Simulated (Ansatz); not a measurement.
Mulliken charges of `[CH2][CH2][GeH3]` radical from PBE/def2-TZVPP in Ansatz (PBE0-D4/def2-TZVP geometry).

```tsv
atom	x (Å)	y (Å)	z (Å)	charge (e)
C1	-0.793	0.469	-1.253	-0.269
C2	-0.794	0.078	0.159	-0.211
Ge3	1.044	-0.381	0.764	0.112
H4	-0.852	-0.278	-2.034	0.106
H5	-0.566	1.486	-1.545	0.106
H6	-1.406	-0.808	0.348	0.105
H7	-1.139	0.880	0.817	0.105
H8	1.960	0.841	0.578	-0.015
H9	1.584	-1.546	-0.083	-0.015
H10	1.046	-0.793	2.251	-0.024
```

**Question.** By hand: the dipole of these point charges (1 e Å = 4.8032 D).

**Answer.** Σ q r = (0.002, -0.020, 0.071) e Å, of length 0.074 e Å = 0.36 D.

**Question.** How does the dipole of the full density compare? (Estimate.)

**Answer.** Ansatz gave: (-0.088, 0.005, 0.031) e Å, 0.45 D; the point charges give 0.80 times that, at 74° from its direction.

Point charges leave out the atoms' own dipoles, such as those of lone pairs, and Mulliken's split depends on the basis, so the two needn't agree.
